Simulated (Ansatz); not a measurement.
Relaxed structures of CH$_{4}$GeO, singlet (PBE0-D4/def2-TZVP; forces vanish, vibrations not checked; lower isomers may exist, and structures with a doubtful reference or unclear bonds are left out; Å). Computed with Ansatz 0.2.0 (basis: def2-TZVPP); correlated methods freeze the cores. Filled d shells of the heavier atoms are correlated. The def2 sets are not built for correlating such inner shells, so the correlated values are less sure here.

Question: Rank them by CCSD(T) energy, lowest first, and give each one's height above the lowest. Links in brackets join atoms within 1.22 times the sum of their covalent radii (1.1 for two metals). (An estimate is asked for; the value comes from the calculation.)
A.
CH₄GeO ([CH2]1[O][GeH2]1)
```
7
angstrom
C -0.5674 -0.4253 -0.6771
O -0.8272 -0.5935 0.7127
Ge 0.6403 0.4755 0.4777
H -1.3163 0.1499 -1.2221
H -0.2387 -1.3244 -1.1991
H 0.3877 1.9082 0.9376
H 1.9216 -0.1904 0.9704
```
B.
CH₄GeO ([CH3][O][GeH])
```
7
angstrom
C -0.8111 -0.4318 -0.9362
O -0.7297 -0.4569 0.4677
Ge 0.4217 0.4065 1.5049
H -1.7987 -0.0693 -1.2375
H -0.0440 0.2159 -1.3761
H 1.2111 1.1231 0.2859
H -0.6871 -1.4465 -1.3266
```
C.
CH₄GeO ([OH][CH][GeH2])
```
7
angstrom
C -0.3189 -0.5324 0.0948
O -0.5908 -1.6543 0.7897
Ge 1.0004 0.6505 0.4949
H -1.0407 -2.2940 0.2302
H -0.7878 -0.4572 -0.8864
H 0.8196 1.9862 -0.2265
H 1.4961 0.7318 1.9389
```

Answer: The calculation gives: B (0.00 kcal/mol), A (18.75 kcal/mol), C (34.23 kcal/mol). Heights count from the lowest.

The T1 diagnostic stays at or below 0.016. The restricted Hartree–Fock reference is unstable towards an unrestricted one at one or more of these structures. A large double-excitation amplitude points to some diradical character; no triplet was computed.

For scale, one of the runs: CCSD(T)/def2-TZVPP, 166 basis functions, launched by `ansatz run in.yaml --threads 2 --pin off --events-out ev --progress --plain --max-ram 4352MiB`. The run took 38 s on 2 CPU threads of an Arm Neoverse V2 (shared host), with 1.4 GiB of host memory at its peak.
